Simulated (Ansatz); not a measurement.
Basis-set extrapolation for `C[SiH]N=C=O` radical (PBE0-D4/def2-TZVP geometry, frozen core, the Gaussian-basis code of Ansatz). Multiplicity 2, UHF reference.

```
                      def2-TZVPP   def2-QZVPP
                 HF  -496.429199  -496.447386
    MP2 correlation    -0.839186    -0.899510
CCSD(T) correlation    -0.900598      not run
```

Energies in hartree. Use E(X) = E(∞) + A·exp(−7.88·√X) for Hartree–Fock and E(X) = E(∞) + B·X^(−2.97) for correlation, with X = 3 and 4, and add CCSD(T) minus MP2 of the smaller set to the MP2 limit.

Problem. What is the CCSD(T) energy at the basis-set limit?

Solution. HF limit: -496.447386 + (-0.018187) × 0.13774 = -496.44989. MP2 limit: -0.899510 + (-0.060324) × 0.74074 = -0.94419. Higher-order term: -0.900598 − (-0.839186) = -0.06141. Total: -497.45549 hartree, 330.0 kJ/mol below CCSD(T)/def2-TZVPP.
